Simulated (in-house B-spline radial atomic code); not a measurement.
What moves the levels of neutral titanium ([Ar] 3d2 4s2)? Method: Dirac-Hartree-Fock, average of configuration, Fermi nucleus of rms radius 3.5921 fm. Calculated with an all-electron radial atomic-structure program (B-spline basis).

Baseline run (computed): total energy -852.8198 hartree, 1s1/2 at -184.4827 hartree, 4s1/2 at -6.0857 eV with <r> = 3.741 bohr.

Scaling the speed of light c (a factor of 100 is close to the non-relativistic limit):

```tsv
c/c0	ΔE (hartree)	4s1/2 level (eV)	4s1/2 <r> (bohr)
0.95	-0.48762	-6.0909	3.738
0.98	-0.18595	-6.08766	3.74
1.02	0.17494	-6.08379	3.742
1.2	1.372	-6.07101	3.749
100	4.4508	-6.03845	3.766
```

Changing the nucleus:

```json
{"nucleus": "Gaussian nucleus of rms radius 0.01 fm", "ΔE (eV)": "-0.0493"}
{"nucleus": "Fermi nucleus of rms radius 3.5203 fm", "ΔE (eV)": "-0.00193"}
{"nucleus": "Fermi nucleus of rms radius 3.6639 fm", "ΔE (eV)": "0.00196"}
```

A larger nucleus binds the electrons less, roughly as the density at the nucleus times the change of the nuclear <r²>. A radius of 0.01 fm is nearly a point.

Question: The nuclear charge is raised by 0.1. What does the Hellmann-Feynman theorem predict for the energy, and what is found?

Answer: dE/dZ ≈ -Σ<1/r>, which is -92.2855 at the start and -92.8354 at the end; their mean times 0.1 is -9.256 hartree, and the two runs differ by -9.256 hartree.
